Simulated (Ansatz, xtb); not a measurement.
# Isomers of C3H8BBr in order of energy

3 gas-phase structures of C3H8BBr, found in a search over its isomers (lower ones may exist). Each was relaxed with GFN2-xTB; where two conformers were screened, the lower at r2SCAN-D4/def2-SVP is listed:

A. `CCCBBr`, a singlet
B. `CCB(C)Br`, a singlet
C. `CC(C)BBr`, a singlet

Estimate their order in r2SCAN-D4/def2-SVP energy at these geometries, lowest first.

Calculated order at r2SCAN-D4/def2-SVP: B (0.0), A (13.4), C (15.2) kcal/mol.

Energies above the lowest of each column, in kcal/mol; the last columns are at B3LYP/6-31G* geometries (a dash: not run or not comparable):

```json
{"structure": "B", "GFN2-xTB": "3.4", "HF/STO-3G": "0.0", "r2SCAN-D4/def2-SVP": "0.0", "B3LYP/6-31G*": "0.0", "CCSD(T)/def2-SVP + ΔMP2/def2-TZVPP": "0.0"}
{"structure": "A", "GFN2-xTB": "0.0", "HF/STO-3G": "9.5", "r2SCAN-D4/def2-SVP": "13.4", "B3LYP/6-31G*": "11.0", "CCSD(T)/def2-SVP + ΔMP2/def2-TZVPP": "11.8"}
{"structure": "C", "GFN2-xTB": "1.5", "HF/STO-3G": "11.3", "r2SCAN-D4/def2-SVP": "15.2", "B3LYP/6-31G*": "12.7", "CCSD(T)/def2-SVP + ΔMP2/def2-TZVPP": "–"}
```

CCSD(T)/def2-SVP + ΔMP2/def2-TZVPP puts B lowest of those it was run on; GFN2-xTB picks A. Flexible structures stand in one conformer each, not always the lowest. Frequencies (B3LYP/6-31G*) were run for A, B alone. ΔMP2 is the change of the MP2 energy from the smaller to the larger basis.

Programs: Ansatz 0.2.0, xtb 6.7.1 (Pople sets with spherical d functions).
